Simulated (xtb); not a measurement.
Cl$_{3}$Te, charge +1, singlet, at a GFN2-xTB geometry; GFN1-xTB (xtb).

xtb was given this input:
```
$ xtb mol.xyz --gfn 1 --chrg 1 --grad --json

# file mol.xyz
4

Te     0.08225096     0.43564390     0.27167275
Cl     1.90482649    -0.61409172    -0.60663619
Cl    -0.91590711    -1.30425174     1.35407593
Cl    -1.24051054     0.58578566    -1.57843873
```

### Question
Predict the main parts of the log of this xtb run.

### Answer

```
   ID    Z sym.   atoms
    1   52 Te     1
    2   17 Cl     2-4

           -------------------------------------------------
          |                Calculation Setup                |
           -------------------------------------------------

           -------------------------------------------------
          |                 G F N 1 - x T B                 |
           -------------------------------------------------

          ...................................................
          :                      SETUP                      :
          :.................................................:
          :  # basis functions                  40          :
          :  # atomic orbitals                  36          :
          :  # shells                           12          :
          :  # electrons                        26          :
          :  # halogen bonds                     0          :
          :  max. iterations                   250          :
          :  Hamiltonian                  GFN1-xTB          :
          :  restarted?                      false          :
          :  GBSA solvation                  false          :
          :  PC potential                    false          :
          :  electronic temp.          300.0000000     K    :
          :  accuracy                    1.0000000          :
          :  -> integral cutoff          0.2500000E+02      :
          :  -> integral neglect         0.1000000E-07      :
          :  -> SCF convergence          0.1000000E-05 Eh   :
          :  -> wf. convergence          0.2000000E-04 e    :
          :  Broyden damping             0.4000000          :
          :  net charge                          1          :
          :  unpaired electrons                  0          :
          ...................................................

 iter      E             dE          RMSdq      gap      omega  full diag
   1    -15.9543857 -0.159544E+02  0.537E+00    3.33       0.0  T
   2    -15.8811780  0.732077E-01  0.813E+00    5.04       1.0  T
   3    -16.0886659 -0.207488E+00  0.351E+00    4.40       1.0  T
   4    -16.1065407 -0.178748E-01  0.748E-01    4.02       1.0  T
   5    -16.1100145 -0.347383E-02  0.316E-02    4.13       1.6  T
   6    -16.1100184 -0.390951E-05  0.179E-02    4.12       2.8  T
   7    -16.1100197 -0.124858E-05  0.115E-03    4.13      43.3  T
   8    -16.1100197 -0.676517E-08  0.110E-05    4.13    4555.6  T
[...]
         :: total energy             -16.095523741693 Eh    ::
[...]
        15                         -0.5114808             -13.9181
        16                         -0.4949942             -13.4695
        17                         -0.2793558              -7.6017
        18                         -0.2793558              -7.6017
        19                         -0.2757143              -7.5026
        20                         -0.2745046              -7.4697
        21                         -0.2745046              -7.4697
        22                         -0.2731651              -7.4332
        23                         -0.2731158              -7.4319
        24                         -0.2731158              -7.4319
       ...                                ...                  ...
        36                          0.3275917               8.9142
      -------------------------------------------------------------
                  HL-Gap            0.1516533 Eh            4.1267 eV
             Fermi-level           -0.5873074 Eh          -15.9814 eV

  Mulliken/CM5 charges         n(s)   n(p)   n(d)
     1Te    0.40448  0.46568   2.004  3.110  0.481
     2Cl    0.19851  0.17811   1.943  4.868 -0.010
     3Cl    0.19851  0.17811   1.943  4.868 -0.010
     4Cl    0.19851  0.17811   1.943  4.868 -0.010

Wiberg/Mayer (AO) data.
largest (>0.10) Wiberg bond orders for each atom

 ---------------------------------------------------------------------------
     #   Z sym  total        # sym  WBO       # sym  WBO       # sym  WBO
 ---------------------------------------------------------------------------
     1  52 Te   3.865 --     3 Cl   1.288     4 Cl   1.288     2 Cl   1.288
     2  17 Cl   1.498 --     1 Te   1.288     4 Cl   0.105     3 Cl   0.105
     3  17 Cl   1.498 --     1 Te   1.288     4 Cl   0.105     2 Cl   0.105
     4  17 Cl   1.498 --     1 Te   1.288     3 Cl   0.105     2 Cl   0.105
 ---------------------------------------------------------------------------

Topologies differ in total number of bonds
Writing topology from bond orders to xtbtopo.mol

 dipole moment from electron density (au)
     X       Y       Z
   0.0819   0.4340   0.2707  total (Debye):    1.317

           -------------------------------------------------
          | TOTAL ENERGY              -16.095523741693 Eh   |
          | GRADIENT NORM               0.007879123906 Eh/α |
          | HOMO-LUMO GAP               4.126695058262 eV   |
           -------------------------------------------------

normal termination of xtb
```
